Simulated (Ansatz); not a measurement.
Coupled-cluster diagnostics for B5N4⁺, Ansatz.

Geometry of the singlet (r2SCAN-D4/def2-SVP):

Cartesian coordinates in Å:
```
B 0.023 0.146 -0.032
B 0.421 2.669 -0.566
B 0.794 5.210 -1.025
B -0.620 -3.973 0.823
B -0.224 -1.435 0.296
N -0.821 -5.264 1.091
N -0.416 -2.663 0.551
N 0.627 3.929 -0.852
N 0.215 1.382 -0.286
```

Correlated methods freeze 9 core orbitals. The geometry of the singlet was relaxed on an unsound state (an occupied level 0.15 eV above an empty one). Another isomer (singlet) lies 7.19 eV lower at PBE0-D4/def2-TZVP; other spin states weren't run for this one.

Task: Estimate the CCSD(T) correlation energy, the shares of MP2 and (T), T1 and the reference's ⟨S²⟩ for: charge 1, singlet, own geometry in def2-SVP; and the rough time on 4 threads of Intel Xeon 6975P-C on a shared host.

Result: 
```csv
state,basis,correlation (eV),MP2 share (%),(T) share (%),T1,⟨S²⟩ (pure),wall time,remarks
"charge 1, singlet, own geometry",def2-SVP,-27.308,89.1,4.9,0.036,0.00 (0.00),80 s,"large T1 (0.036), restricted SCF unstable in HF, stability undecided"
```
Customary marks for T1 are 0.02 (closed shells), 0.045 (open shells) and about 0.05 (3d metals). T1 exceeds 0.02 in 1 of 1 rows and 0.045 in 0; the higher it lies, the less the single-reference result can be trusted.
